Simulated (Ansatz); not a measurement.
Coupled-cluster run, C$_{2}$H$_{6}$O$_{3}$SSi, SMILES `C=CS[Si](O)(O)O`.

```yaml
crystal:
  periodic: [false, false, false]
  atoms:
    - {symbol: C, position_ang: [1.137151, -1.048793, -1.494649]}
    - {symbol: C, position_ang: [1.834162, -0.617705, -0.452873]}
    - {symbol: S, position_ang: [1.374565, 0.575785, 0.757623]}
    - {symbol: Si, position_ang: [-0.750699, 0.566199, 0.727511]}
    - {symbol: O, position_ang: [-1.175933, 1.611169, 1.907382]}
    - {symbol: O, position_ang: [-1.274208, -0.957361, 0.946974]}
    - {symbol: O, position_ang: [-1.439099, 1.089342, -0.657158]}
    - {symbol: H, position_ang: [0.142791, -0.687645, -1.728111]}
    - {symbol: H, position_ang: [1.565426, -1.795212, -2.153333]}
    - {symbol: H, position_ang: [2.835656, -0.993786, -0.268484]}
    - {symbol: H, position_ang: [-0.848235, 1.445375, 2.792703]}
    - {symbol: H, position_ang: [-2.098165, -1.195387, 0.517797]}
    - {symbol: H, position_ang: [-1.303420, 2.008018, -0.895380]}
basis:
  gaussian: {orbitals: def2-TZVPP}
correlation: {method: ccsd_t}
```

```sh
$ ansatz run in.yaml --threads 2 --pin off --events-out ev --progress --plain --max-ram 22528MiB --backend cuda --devices 0, --max-vram 18GiB
```

Log, shortened:

```
Functional definition: HF
1950 factors; integrals over basis functions are off by at most 9.5e-4 eV
mean field evaluation 1: about -26948.6815 eV, gradient 6.0e1 eV
mean field evaluation 2: about -26949.1192 eV, gradient 6.1e1 eV
mean field evaluation 4: about -26955.9854 eV, gradient 4.4e0 eV
mean field evaluation 8: about -26956.0900 eV, gradient 3.8e-1 eV
mean field evaluation 16: about -26956.0910 eV, gradient 1.8e-6 eV
mean field -26956.09104610 eV, -990.6180744494 hartree, gradient 1.8e-6 eV, S^2 0.000000; 0 other end points of the search recorded, 0 dependent functions left out
15 core orbitals not correlated: weight in the atoms' cores, before any rotation towards them, 1.000 or more for the frozen orbitals, at most 0.000 for the correlated occupied ones
reference -26956.09104610 eV, -990.6180744494 hartree; 21, 21 occupied and 287, 287 virtual orbitals, 1950 factors
second order -36.19726053 eV of doubles, -0.00000000 eV of singles
cycle   1  -36.23149926 eV  change   -3.4e-2 eV  update   1.3e-1
cycle   2  -37.04674716 eV  change   -8.2e-1 eV  update   3.6e-2
cycle   3  -37.23090078 eV  change   -1.8e-1 eV  update   1.9e-2
cycle   4  -37.21183888 eV  change    1.9e-2 eV  update   4.5e-3
cycle   5  -37.21017975 eV  change    1.7e-3 eV  update   2.0e-3
cycle   6  -37.21161434 eV  change   -1.4e-3 eV  update   5.7e-4
cycle   7  -37.21132727 eV  change    2.9e-4 eV  update   2.2e-4
cycle   8  -37.21119258 eV  change    1.3e-4 eV  update   7.6e-5
cycle   9  -37.21120127 eV  change   -8.7e-6 eV  update   3.4e-5
perturbative correction -1.54583823 eV, -0.0568085072 hartree
Total energy: -26994.84808559 eV, -992.0423693804 hartree
```

It took 7.5 s on 2 threads of an AMD EPYC 7R13 on a shared host and a share of an NVIDIA H100 80 GB, with 0.84 GiB of host memory at the peak.

Correlation energy per correlated electron: -0.923 eV. T1 diagnostic: 0.0121.
